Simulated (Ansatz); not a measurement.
Cartesian coordinates in Å:
```
N -0.726 -1.072 -0.230
Si 0.427 0.120 0.077
O 1.284 -0.249 1.443
O -0.420 1.518 0.041
H -1.656 -0.847 -0.539
H -0.608 -2.031 0.043
H 1.621 0.227 -0.817
H 0.079 2.334 -0.019
```

Total charge 0; spin multiplicity 2.

(1) List the PBE/def2-TZVPP orbital energies in eV (Ansatz 0.2.0). (Estimate.)

Results:

(1) The calculation gave: α occupied: -1780.41, -511.01, -510.52, -380.44, -138.00, -94.77, -94.75, -94.71, -25.37, -23.88, -21.46, -14.09, -12.68, -11.70, -10.71, -9.52, -9.11, -8.36, -7.70, -7.48, -6.64. α empty: -0.07, 0.23, 1.20, 1.75, 2.09, 2.32, 2.94, 4.51. β occupied: -1780.42, -510.52, -510.48, -380.41, -138.00, -94.77, -94.75, -94.72, -25.34, -22.65, -21.35, -14.04, -12.62, -11.59, -10.38, -9.11, -8.69, -7.76, -7.07, -6.49. β empty: -5.98, -0.03, 0.28, 1.34, 1.77, 2.15, 2.45, 3.16. ⟨S²⟩ = 0.753.
